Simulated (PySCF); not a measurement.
C3H6ClNSi.
Numbering: `[CH2:1]=[CH:2][Si@@H:3]([Cl:4])[N:5]=[CH2:6]` (hydrogens: H7, H8 on C1; H9 on C2; H10 on Si3; H11, H12 on C6)

Method: PBE0-D3(BJ)/def2-SVP geometry optimisation, gas phase in PySCF; density fitting, grid level 1; the optimiser is geomeTRIC in internal coordinates, started from a GFN2-xTB structure with every atom displaced at random (about 0.01 Å).

Step 3: E = -25077.0430 eV
```
atom  x, y, z in Å  |  force x, y, z in eV/Å
C1      0.2414   -2.0158    1.0548   -0.042   0.119  -0.037
C2     -0.2068   -3.2637    0.8847    0.108  -0.121   0.000
Si3    -1.7116   -3.6435   -0.1177   -0.071  -0.111   0.045
Cl4    -2.8974   -4.9696    0.9710   -0.042  -0.062   0.024
N5     -2.5359   -2.1521   -0.4109   -0.022   0.116  -0.021
C6     -3.7175   -1.8352   -0.1096    0.057   0.050  -0.081
H7     -0.2838   -1.1594    0.6134    0.061  -0.053   0.008
H8      1.1432   -1.7980    1.6357    0.010   0.015   0.054
H9      0.3309   -4.0992    1.3512    0.046   0.023  -0.018
H10    -1.4476   -4.2740   -1.4343    0.057  -0.061  -0.015
H11    -4.0767   -0.8211   -0.3495   -0.179   0.074   0.026
H12    -4.4400   -2.5160    0.3865    0.018   0.011   0.016
```

Step 4: E = -25077.0498 eV
```
atom  x, y, z in Å  |  force x, y, z in eV/Å
C1      0.2574   -2.0177    1.0594   -0.051   0.030  -0.010
C2     -0.2004   -3.2620    0.8803    0.050  -0.057  -0.022
Si3    -1.7172   -3.6391   -0.1167   -0.004  -0.007   0.026
Cl4    -2.9028   -4.9676    0.9717   -0.018  -0.017   0.020
N5     -2.5461   -2.1449   -0.4201   -0.013   0.122  -0.047
C6     -3.7297   -1.8307   -0.1204    0.025  -0.072   0.050
H7     -0.2515   -1.1558    0.6141    0.005   0.001   0.009
H8      1.1509   -1.8093    1.6582    0.010  -0.001  -0.007
H9      0.3383   -4.0991    1.3422    0.005  -0.003   0.004
H10    -1.4439   -4.2798   -1.4288    0.021  -0.027   0.007
H11    -4.1228   -0.8269   -0.3619   -0.013   0.025  -0.023
H12    -4.4340   -2.5147    0.3972   -0.018   0.008  -0.007
```

**Question.** Estimate the geometry and energy of step 5. (The exact step hangs on the optimiser's Hessian estimate; all steps are aligned on step 4, rigid shifts and turns removed.)

**Answer.** E = -25077.0509 eV, largest force 0.074 eV/Å
```
atom  x, y, z in Å  |  force x, y, z in eV/Å
C1      0.2485   -2.0206    1.0580    0.038  -0.019   0.060
C2     -0.1917   -3.2716    0.8779   -0.048   0.028  -0.046
Si3    -1.7166   -3.6376   -0.1127    0.016  -0.019   0.010
Cl4    -2.9065   -4.9634    0.9753   -0.020   0.002   0.012
N5     -2.5405   -2.1364   -0.4180    0.021   0.040  -0.009
C6     -3.7253   -1.8256   -0.1181   -0.019  -0.048  -0.022
H7     -0.2727   -1.1614    0.6231   -0.014  -0.005  -0.014
H8      1.1435   -1.8041    1.6522    0.009   0.005  -0.011
H9      0.3551   -4.1071    1.3337    0.006   0.018  -0.012
H10    -1.4399   -4.2835   -1.4226   -0.008  -0.008   0.010
H11    -4.1246   -0.8250   -0.3692    0.018  -0.004   0.010
H12    -4.4310   -2.5112    0.3956    0.001   0.009   0.010
```

The energy changes by -0.0011 eV. The first-order estimate −F·Δx gives -0.0028 eV and the mean of the old and new forces, exact on a quadratic surface, -0.0011 eV. The step makes an angle of 71° with the force vector and moves no atom by more than 0.024 Å.

The cost below is that of the whole optimisation. On one thread of an Arm Neoverse V1, no GPU (shared host), this took 63 s wall and 0.50 GiB of memory at its peak.
